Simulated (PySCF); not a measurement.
**Computed structure and properties of [Er(H2S)2]3+**

System: [Er(H2S)2]3+ (singlet in the valence; each metal's 4f electrons, 11 of them, lie in its core potential, out of spins and levels); start: displaced along the imaginary mode (C2). Method: PySCF 2.14.0, RKS PBE0, Er lcecp-1-SVP with ECP57, S def2-SVP, H def2-SVP; non-relativistic Hamiltonian with scalar-relativistic core potentials where named; density fitting; no spin-orbit coupling.

Input of the relaxation:

```python
mol = gto.M(atom='''
Er    -0.01181     0.00000     0.00000
S      0.02071    -0.01256     2.78743
H      1.19349     0.54167     3.29028
H     -0.87826     0.92956     3.27723
S      0.02071     0.01256    -2.78743
H      1.19349    -0.54167    -3.29028
H     -0.87826    -0.92956    -3.27723''',
    basis={'Er': 'lcecp-1-SVP', 'S': 'def2-SVP', 'H': 'def2-SVP'},
    ecp={'Er': 'lcecp-1-SVP'},
    charge=3, spin=0)
mf = dft.RKS(mol, xc='PBE0')
mf.grids.atom_grid = (50, 194)  # f atoms: unpruned, at least (60, 302)
mf = mf.density_fit()  # fitting sets: Er AutoAux, S def2-universal-JKFIT, H def2-universal-JKFIT
mf.conv_tol = 1e-08; mf.max_cycle = 55
mf.kernel(dm0)  # dm0: converged density of the start geometry
# quasi-Newton relaxation in Cartesian coordinates to a largest gradient under 0.00045 Eh/bohr, steps kept in the point group
```

Run from Python with OMP_NUM_THREADS=2; the lines above give its settings. Where DIIS fails, smearing, a level shift and second-order steps follow.
It took 2.6 min on 2 threads of Arm Neoverse V1, on a shared host, from the converged density of the start.

Course of the relaxation:

```csv
step,energy above end (eV),largest force component within the symmetry (eV/Å)
0,0.3637,0.462
1,0.3426,0.115
2,0.3353,0.152
3,0.2773,0.278
4,0.2340,0.436
5,0.2053,0.582
6,0.1673,0.282
7,0.1237,0.338
48,0.0007,0.046
49,0.0006,0.026
50,0.0003,0.023
51,0.0002,0.041
52,0.0000,0.014
53,0.0000,0.003
```
(The steps between are left out.)

Relaxed geometry (C2):

```xyz
7

Er   -1.3694    0.0000    0.0000
S     0.4414    0.1943    2.0595
H     0.8269    1.5085    2.1566
H    -0.2536    0.1241    3.2421
S     0.4414   -0.1943   -2.0595
H     0.8269   -1.5085   -2.1566
H    -0.2536   -0.1241   -3.2421
```

```tsv
contact	Å
Er1–S2 (H2S)	2.749
Er1–S5 (H2S)	2.749
```

On the finer grid (75, 302):

```json
{
 "HOMO": "-23.04 eV",
 "LUMO": "-18.16 eV",
 "Dipole about the centre of mass": "0.12 D",
 "Set of Mulliken populations of Er1 outside the core potential": "s 2.30, p 6.15, d 0.65, f 0.01",
 "D3(BJ) dispersion energy (not in the energies)": "-0.140 eV"
}
```

```json
{"atom": "Er1", "Mulliken (e)": "1.90", "Löwdin (e)": "1.45", "spin (e)": "0.00"}
{"atom": "S2", "Mulliken (e)": "-0.03", "Löwdin (e)": "0.50", "spin (e)": "0.00"}
{"atom": "H3", "Mulliken (e)": "0.29", "Löwdin (e)": "0.14", "spin (e)": "0.00"}
{"atom": "H4", "Mulliken (e)": "0.29", "Löwdin (e)": "0.14", "spin (e)": "0.00"}
{"atom": "S5", "Mulliken (e)": "-0.03", "Löwdin (e)": "0.50", "spin (e)": "0.00"}
{"atom": "H6", "Mulliken (e)": "0.29", "Löwdin (e)": "0.14", "spin (e)": "0.00"}
{"atom": "H7", "Mulliken (e)": "0.29", "Löwdin (e)": "0.14", "spin (e)": "0.00"}
```

The 4f levels lie in the core potential and are missing. Their spin isn't counted.

On the grid (50, 194), as all that follows. Harmonic modes: a minimum within the noise of the softest modes; lowest 42 cm⁻¹ (negative: unstable), highest 2568 cm⁻¹, zero-point energy 0.936 eV.

Taking off one H2S (charge 0, singlet; the rest: singlet) in vacuum, both parts rigid, costs 3.81 eV; the small basis without counterpoise inflates it. Parting with an electron moved from the ligand to the metal can be far cheaper, even downhill.

Rigid scan of H2S along the line from its metal, all other atoms held (where the atom bridges, its other bond changes as well):

distance to S2 (Å), energy (eV) and a bar:
```
     2.45      0.370 ##############################
     2.55      0.144 ############
     2.65      0.032 ###
     2.75      0.000 
     2.85      0.025 ##
     2.95      0.088 #######
     3.15      0.282 #######################
```

One start shape was tried, so this needn't be the lowest isomer.

An lcecp potential fixes the number of 4f electrons, so in runs with it no electron can move into or out of that shell.
